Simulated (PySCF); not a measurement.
**Bond curve of MoN**

Set-up: basis Mo def2-TZVPP with ECP28, N def2-TZVPP; scalar-relativistic core potentials; PySCF 2.14. Energies in eV from Mo (4d5 5s1) + N in their ground configurations at the same level. State: ⁴Σ⁻ (quartet), unpaired electrons σ ↑, δ ↑↑.

Curves on a restricted Hartree–Fock reference rise too fast on stretching and do not dissociate correctly.

| R (Å) | BP86 | B3LYP | ROHF-CCSD(T) |
| --- | --- | --- | --- |
| 1.387 | -3.772 | -3.179 |  |
| 1.452 | -5.089 | -4.427 | -3.820 |
| 1.516 | -5.871 | -5.147 | -4.596 |
| 1.565 | -6.189 | -5.422 | -4.914 |
| 1.613 | -6.326 | -5.520 | -5.057 |
| 1.661 | -6.322 | -5.480 | -5.061 |
| 1.726 | -6.149 | -5.269 | -4.904 |
| 1.807 | -5.749 | -4.849 | -4.527 |
| 1.903 | -5.128 | -4.264 | -3.923 |
| 2.032 | -4.254 | -3.524 |  |

Question: Put a parabola through the three lowest points of the BP86 curve and estimate Re, k and ωe (reduced mass 12.25 u; 1 eV/Å² = 0.16022 mdyn/Å; ωe = 1302.8·√(k/μ) cm⁻¹).

Answer: Through R = 1.565, 1.613, 1.661 Å the second-order coefficient is 30.6 eV/Å², so Re ≈ 1.636 Å, k ≈ 9.80 mdyn/Å and ωe ≈ 1166 cm⁻¹. A polynomial fit of higher order to the unrounded BP86 energies gives Re = 1.635 Å, k = 8.66 mdyn/Å, ωe = 1096 cm⁻¹; anharmonicity and rounding make the difference.

The higher-order fit for each curve: BP86: Re = 1.635 Å, ωe = 1096 cm⁻¹, De = 6.34 eV; B3LYP: Re = 1.621 Å, ωe = 1118 cm⁻¹, De = 5.52 eV; ROHF-CCSD(T): Re = 1.638 Å, ωe = 1071 cm⁻¹, De = 5.07 eV.

Correlated steps freeze 1 core orbital. The metal atom is held in its measured ground configuration; semilocal functionals can put another filling of s and d lower by some tenths of an eV, and De to that atom would be smaller. ⟨S²⟩ of the unrestricted solution departs from its pure value on part of the curve, where spin states mix. These are scalar-relativistic numbers at best; spin–orbit coupling would shift them, the dissociation energy most. The state is the lowest single determinant that the PBE0 search found; with open d or f shells the true ground state can be another one.
